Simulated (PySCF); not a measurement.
**Cost of excited-state runs on `C=C[C@@H]1C[C@H]1[GeH2][PH2]`, C5H11GeP**

Geometry (Å), atoms numbered from 1 in this order:
```xyz
18

C    -1.973    0.085   -2.246
C    -1.841   -0.087   -0.941
C    -0.634   -0.618   -0.296
C    -0.752   -1.429    0.961
C    -0.187   -0.047    1.031
Ge    1.728    0.238    1.337
P     2.385    2.321    0.609
H    -1.182   -0.167   -2.933
H    -2.874    0.482   -2.680
H    -2.650    0.177   -0.271
H     0.149   -0.913   -0.988
H    -1.739   -1.600    1.365
H    -0.081   -2.268    1.079
H    -0.841    0.711    1.450
H     2.029    0.096    2.813
H     2.457   -0.926    0.689
H     3.733    1.990    0.636
H     2.263    1.961   -0.726
```

PySCF with density fitting, on 1 thread of an Arm Neoverse V1, shared host. Command: `OMP_NUM_THREADS=1 python excited_run.py task.json out`

Question: How long does this run take, and how much memory?
- circular dichroism and optical rotation, CAM-B3LYP/def2-SVPD; 16 states; writes grids

Answer: 
```
                                    run                level  basis functions  wall time  peak memory (GiB)
circular dichroism and optical rotation  CAM-B3LYP/def2-SVPD              250    3.7 min                1.3
```
Times from a shared host are rough.
